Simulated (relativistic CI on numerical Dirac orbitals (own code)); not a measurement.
Line list: Electric-dipole lines, Er48+

These numbers are calculated, not measured: Dirac-Coulomb-Breit CI, orbitals from a KLI potential per configuration, a model potential for QED, unscaled Slater integrals (own radial code, finite nucleus).

CI space (outside the closed core [Ne]): 3s²3p⁶3d², 3s²3p⁵3d³, 3s3p⁶3d³, 3s²3p⁶3d4s, 3s²3p⁶3d4p, 3s²3p⁶3d4d, 3s²3p⁵3d²4s, 3s²3p⁶3d4f, 3s²3p⁵3d²4p, 3s²3p⁵3d²4d, 3s3p⁶3d²4s, 3p⁶3d³4p, 3s3p⁶3d²4p, 3s²3p⁶4s², 3s²3p⁶4s4p, 3s²3p⁶3d5s, 3s²3p⁶3d5d, 3s²3p⁶3d5g, 3p⁶3d⁴, 3p⁵3d⁵, 3p⁵3d⁴4s, 3p⁶3d³4s, 3p⁵3d³4s², 3s²3p⁶4p², 3s²3p⁵4s4p², 3s²3p⁶4s4d, 3s²3p⁵4s²4d, 3s3p⁶3d4s², 3s3p⁶4s²4p, 3s3p⁶4s²4d. Double excitations out of closed p, d and f shells are left out; levels of such configurations are missing from the list, as are those of other unlisted configurations, and high levels can miss mixing partners. These lack a partner that the ground configuration has and come out too high: 3s²3p⁵3d²4p, 3s²3p⁵3d²4d.

```tsv
λ vac (nm)	Lower	Upper	A (s⁻¹)	log gf	S velocity/length
0.64626	3s²3p⁶3d² ³F2 [1]	3s²3p⁵3d²4s ³G°3 [357]	1.83e+13	-0.10	0.97
0.64765	3s²3p⁶3d² ³F3 [3]	3s²3p⁵3d²4s ³G°4 [380]	1.61e+13	-0.04	0.97
0.64886	3s²3p⁶3d² ¹G4 [5]	3s²3p⁵3d²4s ³G°5 [394]	1.40e+13	-0.01	0.97
2.4158	3s²3p⁶3d² ³F4 [7]	3s²3p⁵3d³ ³D°3 [112]	1.64e+12	0.00	0.75
2.4196	3s²3p⁶3d² ¹G4 [5]	3s²3p⁵3d³ ¹F°3 [99]	3.01e+12	0.27	0.75
2.4270	3s²3p⁶3d² ³F3 [3]	3s²3p⁵3d³ ³D°3 [91]	1.09e+12	-0.17	0.76
2.4331	3s²3p⁶3d² ³F3 [3]	3s²3p⁵3d³ ³D°2 [90]	2.28e+12	0.01	0.75
2.4420	3s²3p⁶3d² ¹G4 [5]	3s²3p⁵3d³ ¹G°4 [94]	3.44e+12	0.44	0.75
2.4475	3s²3p⁶3d² ³F4 [7]	3s²3p⁵3d³ ¹F°3 [109]	1.49e+12	-0.03	0.74
2.4695	3s²3p⁶3d² ³F4 [7]	3s²3p⁵3d³ ³F°4 [108]	2.42e+12	0.30	0.75
2.4826	3s²3p⁶3d² ³F4 [7]	3s²3p⁵3d³ ³G°5 [107]	1.90e+12	0.28	0.78
2.5306	3s²3p⁶3d² ³F2 [1]	3s²3p⁵3d³ ³F°2 [82]	2.19e+12	0.02	0.75
2.8929	3s²3p⁵3d³ ³H°6 [21]	3s3p⁶3d³ ³G5 [126]	1.44e+12	0.30	0.86
3.5924	3s²3p⁶3d² ³F3 [3]	3s²3p⁵3d³ ³F°3 [66]	5.79e+11	-0.11	0.68
3.6264	3s²3p⁶3d² ³F4 [7]	3s²3p⁵3d³ ³D°3 [79]	8.75e+11	0.08	0.65
3.6861	3s²3p⁶3d² ³F2 [1]	3s²3p⁵3d³ ³G°3 [35]	8.51e+11	0.08	0.69
3.7084	3s²3p⁶3d² ³F2 [1]	3s²3p⁵3d³ ³F°2 [34]	7.59e+11	-0.11	0.66
3.7354	3s²3p⁶3d² ¹G4 [5]	3s²3p⁵3d³ ¹G°4 [65]	7.50e+11	0.15	0.66
3.7498	3s²3p⁶3d² ³F4 [7]	3s²3p⁵3d³ ³F°4 [77]	7.89e+11	0.18	0.65
3.8480	3s²3p⁶3d² ¹G4 [5]	3s²3p⁵3d³ ¹H°5 [59]	3.60e+11	-0.06	0.68
```

Terms are leading LS components. Brackets give the number of a level in order of energy, since labels repeat. The list gives strong lines, with weight on those to low levels, among the lowest 400 of 2053 levels, so that lines to higher ones, which can be the strongest, are missing. Levels whose partners in the same complex of configurations lie outside the list can be far off, and so can their lines. Rates are taken at the computed energies, electric ones in the length gauge. A velocity-to-length ratio far from 1 marks an uncertain rate.

At this charge energies of transitions that change n are usually good to better than 1 %, and those within a shell (Δn = 0) to a few per cent.

LS names give the leading component of a level, which can be under half, so a name can repeat, a term be missing and a line seem to break the LS rules.
